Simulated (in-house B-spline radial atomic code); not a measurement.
RPA and G0W0 for K4+, [Ne] 3s2 3p3, highest spin, as one setting changes: the highest l of the empty states. Start: r2SCAN. A dash marks a level of low quasi-particle weight. Computed with a B-spline radial code for spherical atoms: all electrons, scalar-relativistic (spin-free one-electron X2C), finite nucleus, each spin shell either full or empty, empty states to the listed l with an (l + 1/2)⁻⁴ tail; G0W0 by contour deformation at full frequency.

```tsv
highest l of the empty states	RPA summed (Eh)	RPA extrapolated (Eh)	G0W0 level (eV)
3	-0.82484	-0.92288	3p up -81.94
4	-0.87796	-0.93493	3p up -82.10
5	?	?	?
6	-0.90863	-0.92547	3p up -82.07
7	-0.91383	-0.92446	3p up -82.06
8	?	?	?
9	-0.91867	-0.92365	3p up -82.06
10	-0.91986	-0.92346	3p up -82.06
11	-0.92065	-0.92331	3p up -82.06
```

Problem. What belongs in the row for 5?

Solution. RPA summed (Eh): -0.89882; RPA extrapolated (Eh): -0.92788; G0W0 level (eV): 3p up -82.08.

Problem. What belongs in the row for 8?

Solution. RPA summed (Eh): -0.91683; RPA extrapolated (Eh): -0.92395; G0W0 level (eV): 3p up -82.06.
